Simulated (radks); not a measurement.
The numbers below are computed, except where a source is named.
Q: Zn III, configuration [Ar] 3d9 4p1 (not the ground configuration). Level of theory: scalar-relativistic Kohn-Sham, PW91, spin-unpolarised, spherical densities, finite nucleus; Fermi nuclear charge, rms radius 3.9283 fm (a radial shooting solver on a logarithmic mesh with Libxc functionals). Some entries of the table are withheld. Estimate them.

| orbital | occ. | eigenvalue (hartree) | <r^2> (bohr^2) | <r> (bohr) |
|---|---|---|---|---|
| 1s | 2 | -351.2696 | 0.003405 | 0.05031 |
| 2s | 2 | -43.72589 | 0.06037 | 0.2262 |
| 2p | 6 | -38.06150 | 0.04820 | 0.1983 |
| 3s | 2 | (1) | 0.5301 | 0.6777 |
| 3p | 6 | -4.18240 | 0.5885 | (2) |
| 3d | 9 | (3) | 0.8831 | 0.8284 |
| 4p | 1 | -0.67181 | 7.388 | (4) |

A: 
(1) 3s eigenvalue (hartree): -5.87110
(2) 3p <r> (bohr): 0.7067
(3) 3d eigenvalue (hartree): -1.45553
(4) 4p <r> (bohr): 2.541
